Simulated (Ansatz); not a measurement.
Breaking the Si1–H2 bond in FHSi (SMILES F[SiH]) (multiplicity 1 held, fragments rigid). Energies count from the point at 1.538 Å.
Geometry at that point (charge 0, multiplicity 1):
```xyz
3

Si    -0.20727    -0.34539     0.44957
H     -1.00311    -1.19490    -0.55577
F      0.43388     0.67003    -0.63758
```

Restricted levels (R-, RO-) in cc, def2 and unpolarised 6-31G sets keep to the state of the molecule at rest. Unrestricted levels (U-) break spin symmetry where that is lower. Active spaces are followed from a long bond inwards. Curves can end on different states.

Correlated levels freeze the cores.

The values were computed with Ansatz (Gaussian orbitals). Values without a source in brackets are computed.

Energies in eV.

```
R (Å)  U-HF/cc-pV(D+d)Z  R-MP2/cc-pV(D+d)Z  FIC-MRCISD on CASSCF(2,2)/cc-pV(D+d)Z  FIC-MRCISD+Q on CASSCF(2,2)/cc-pV(D+d)Z
-----  ----------------  -----------------  -------------------------------------  ---------------------------------------
1.230              1.02               1.07                                   1.09                                     1.09
1.384              0.17               0.20                                   0.21                                     0.21
1.538              0.00               0.00                                   0.00                                     0.00
1.692              0.19               0.16                                   0.14                                     0.14
1.846              0.56               0.49                                   0.44                                     0.45
2.076              1.25               1.12                                   1.00                                     1.01
2.307              1.83               1.77                                   1.56                                     1.57
2.692              2.27               2.73                                   2.30                                     2.32
3.076              2.42               3.48                                   2.77                                     2.78
3.538              2.48               4.11                                   3.04                                     3.05
4.153              2.50               4.52                                   3.15                                     3.17
4.922              2.50               4.47                                   3.18                                     3.20
```

Doubts at one or more of the structures used: a spin-contaminated determinant (U-HF/cc-pV(D+d)Z); a restricted determinant that unrestricted orbitals would lower (R-MP2/cc-pV(D+d)Z).

Ansatz is a program for electronic structure.
